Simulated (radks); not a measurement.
Results of a calculation; reference values are marked as such.
All-electron atom: Al4+ in [He] 2s2 2p5. Code: a radial shooting solver on a logarithmic mesh with Libxc functionals. Model: non-relativistic Kohn-Sham, PBE, spin-polarised, spherical densities, point nucleus; open shells are filled with parallel spins first.

Normalised radial functions P(r) = r R(r), r in bohr:

r          1s up
0.004705  0.4019
0.005747  0.4842
0.007019  0.5817
0.008573  0.6963
0.01047   0.8297
0.01279   0.9833
0.01562   1.1577
0.01908   1.3520
0.0233    1.5633
0.02846   1.7861
0.03477   2.0111
0.04246   2.2245
0.05186   2.4079
0.06335   2.5391
0.07737   2.5938
0.0945    2.5496
0.1154    2.3921
0.141     2.1214
0.1722    1.7575
0.2103    1.3411
0.2569    0.9271
0.3138    0.5689
0.3832    0.3022
0.4681    0.1348
0.5717    0.0487
0.6983    0.0137
0.8529    0.0028
1.042     0.0004
1.272     0.0000
1.554     0.0000
1.898     0.0000

1s up: eigenvalue -1587.7 eV, 0 radial nodes, <r> = 0.121 bohr, 90 % of the charge inside 0.215 bohr.
